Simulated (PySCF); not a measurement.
## Field gradients at the hydrogen positions

C4H13FSi4.
Structure used (GFN2-xTB), in Å, numbered top down from 1:
```xyz
22
C4H13FSi4 angstrom
C      2.857    1.342    0.341
C      2.556    0.133    0.781
C      1.791   -0.883    0.019
Si     0.033   -1.129    0.768
Si    -1.403   -2.413   -0.616
Si    -2.899   -0.597   -0.678
F     -4.168   -0.959    0.285
Si    -1.412    0.758    0.561
C     -0.668    2.166   -0.486
H      2.587    1.666   -0.652
H      3.393    2.055    0.944
H      2.846   -0.165    1.781
H      1.703   -0.581   -1.025
H      2.323   -1.835    0.042
H      0.296   -1.651    2.125
H     -0.861   -2.811   -1.926
H     -1.906   -3.681   -0.074
H     -3.647   -0.182   -1.867
H     -1.906    1.419    1.786
H      0.164    2.636    0.030
H     -0.293    1.789   -1.434
H     -1.396    2.941   -0.708
```

Level: PBE0/pcSseg-1 (PySCF, non-relativistic); Q(2H) = 0.00286 b; rigid geometry, the same for H and D, with no vibrational averaging.

Question: Rank these positions by the coupling χzz of a deuteron there, largest first.
A. H10 (vinylic hydrogen)
B. H21 (methyl hydrogen)
C. H18 (Si–H hydrogen)
D. H13 (methylene hydrogen)

Answer: A (225 kHz), B (218 kHz), D (210 kHz), C (109 kHz).

What are Vzz, η and χzz (234.96 MHz × Q × Vzz) at all hydrogens?

```json
{"atom": "H10", "bonded to": "C1", "bond length (Å)": "1.078", "Vzz (au)": "0.3355", "η": "0.06", "χzz (kHz)": "225"}
{"atom": "H11", "bonded to": "C1", "bond length (Å)": "1.077", "Vzz (au)": "0.3389", "η": "0.06", "χzz (kHz)": "228"}
{"atom": "H12", "bonded to": "C2", "bond length (Å)": "1.083", "Vzz (au)": "0.3226", "η": "0.05", "χzz (kHz)": "217"}
{"atom": "H13", "bonded to": "C3", "bond length (Å)": "1.090", "Vzz (au)": "0.3124", "η": "0.03", "χzz (kHz)": "210"}
{"atom": "H14", "bonded to": "C3", "bond length (Å)": "1.091", "Vzz (au)": "0.3121", "η": "0.04", "χzz (kHz)": "210"}
{"atom": "H15", "bonded to": "Si4", "bond length (Å)": "1.478", "Vzz (au)": "0.1570", "η": "0.03", "χzz (kHz)": "106"}
{"atom": "H16", "bonded to": "Si5", "bond length (Å)": "1.472", "Vzz (au)": "0.1619", "η": "0.01", "χzz (kHz)": "109"}
{"atom": "H17", "bonded to": "Si5", "bond length (Å)": "1.468", "Vzz (au)": "0.1650", "η": "0.01", "χzz (kHz)": "111"}
{"atom": "H18", "bonded to": "Si6", "bond length (Å)": "1.465", "Vzz (au)": "0.1625", "η": "0.02", "χzz (kHz)": "109"}
{"atom": "H19", "bonded to": "Si8", "bond length (Å)": "1.477", "Vzz (au)": "0.1572", "η": "0.01", "χzz (kHz)": "106"}
{"atom": "H20", "bonded to": "C9", "bond length (Å)": "1.086", "Vzz (au)": "0.3238", "η": "0.01", "χzz (kHz)": "218"}
{"atom": "H21", "bonded to": "C9", "bond length (Å)": "1.087", "Vzz (au)": "0.3244", "η": "0.00", "χzz (kHz)": "218"}
{"atom": "H22", "bonded to": "C9", "bond length (Å)": "1.086", "Vzz (au)": "0.3247", "η": "0.01", "χzz (kHz)": "218"}
```

Average by the element that carries the hydrogen.

on C: 218 kHz over 8 positions, mean bond length 1.085 Å; on Si: 108 kHz over 5 positions, mean bond length 1.472 Å.

How does χzz go with the bond length over the 8 C–H bonds?

A straight-line fit has a slope of -11.9 kHz for each 0.01 Å, with a correlation coefficient of -0.96, over lengths from 1.077 to 1.091 Å. The longer bonds have the smaller couplings here.

A static deuteron (I = 1) shows a doublet split by (3/2)χ, (3/4)χ(1 + η) and (3/4)χ(1 − η) with the field along z, y and x of the gradient. What are these for H14?

With |χ| = 209.7 kHz and η = 0.036: 315, 163 and 152 kHz, to first order and without motion.

Geometry: GFN2-xTB, one conformer, isolated molecule. GFN2-xTB bond lengths can be off by several hundredths of an ångström, more for odd bonds, and the gradients follow them. These gradients aren't converged with respect to the basis.
